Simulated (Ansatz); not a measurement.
Basis-set series for FGe$_{2}$H$_{5}$O (`[OH][GeH]([F])[GeH3]`). Total charge 0; spin multiplicity 1. The geometry is a stationary point of PBE0-D4/def2-TZVP. It is one conformer, not always the lowest.

| functional | basis | functions | energy (Eh) | HOMO (eV) | LUMO (eV) |
| --- | --- | --- | --- | --- | --- |
| PBE0-D4 | def2-SVP | 117 | -4330.78084 | -8.38 | 0.15 |
| PBE0-D4 | def2-TZVPP | 228 | -4331.53157 | -8.47 | -0.09 |
| ωB97M-V | def2-SVP | 117 | -4331.18281 | -10.43 | 2.05 |
| ωB97M-V | def2-TZVPP | 228 | -4331.93770 | -10.55 | 1.64 |

**Question.** Give the rows for def2-QZVPP. (An estimate is asked.)

**Answer.** Ansatz gave: 
| functional | basis | functions | energy (Eh) | HOMO (eV) | LUMO (eV) |
| --- | --- | --- | --- | --- | --- |
| PBE0-D4 | def2-QZVPP | 442 | -4331.63261 | -8.50 | -0.29 |
| ωB97M-V | def2-QZVPP | 442 | -4332.03604 | -10.58 | 1.22 |

Positive LUMOs are unbound and depend on the basis. Scalar relativity is left out up to krypton.
